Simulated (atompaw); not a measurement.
**Logarithmic derivatives: Ca, PAW (atompaw)**

Ca, PAW, made with atompaw 4.2.0.5 (PBE, scalar-relativistic). Core [Ar], reference 3d1 4s1 4p0. Waves: 4s (bound): rc 3.00 bohr; 4s channel at 4.65 Ry: rc 3.00 bohr; 4p (bound, empty): rc 3.00 bohr; 4p channel at 2.2 Ry: rc 3.00 bohr; 3d (bound): rc 3.00 bohr; 3d channel at 0.55 Ry: rc 1.60 bohr. Local part: ultrasoft scheme with l = 3 at 1 Ry, radius 2.20 bohr. Core correction: smooth core density matched at 2.25 bohr. Augmentation charge: besselshape compensation charge, radius 2.50 bohr; PAW radius 3.00 bohr; waves and projectors: custom polynom2 7 10 vanderbiltortho.

The phase is arctan(r·u′/u) with u = r·R(r), unwrapped; energies in Ry, scanned from -2 to 5 Ry. A pole is an energy at which the radial function vanishes at the test radius. The pseudo phase is shifted by a multiple of π to meet the all-electron one at the reference energy, and phase errors are pseudo minus all-electron; the curves can meet again beyond the range given. Levels narrower than the energy grid can be missing from the lists of poles.

| channel | radius (bohr) | reference energy (Ry) | poles, all-electron | poles, pseudo | unbroken range about the reference energy with phases within 0.05 rad | phase error 1 Ry above the reference energy (rad) |
| --- | --- | --- | --- | --- | --- | --- |
| s | 3.02 | -0.24 | 1.82 | 1.59, 3.01 | below 2.1 | -0.023 |
| p | 3.02 | -0.09 | -1.85, 2.57 | 2.50, 3.00 | -1.5 to 2.6 | -0.034 |
| d | 3.02 | -0.06 | 0.30, 3.73 | 0.30 | below 1.3 | +0.004 |

Phases in the s channel:

```csv
E (Ry),all-electron,pseudo
-2.00,1.304,1.295
-1.76,1.279,1.271
-1.52,1.248,1.240
-1.28,1.206,1.200
-1.04,1.148,1.142
-0.80,1.060,1.056
-0.56,0.913,0.911
-0.32,0.634,0.634
-0.08,0.080,0.077
0.16,-0.617,-0.634
0.40,-1.039,-1.061
0.64,-1.250,-1.274
0.88,-1.369,-1.393
1.12,-1.445,-1.471
1.36,-1.499,-1.527
1.60,-1.540,-1.572
1.84,-1.574,-1.613
2.08,-1.603,-1.653
2.32,-1.631,-1.702
2.56,-1.658,-1.795
2.80,-1.686,-3.285
3.04,-1.717,-4.734
3.28,-1.753,-4.835
3.52,-1.798,-4.903
3.76,-1.859,-4.976
4.00,-1.950,-5.075
4.24,-2.103,-5.234
4.48,-2.405,-5.543
4.72,-3.027,-6.168
4.96,-3.752,-6.885
```
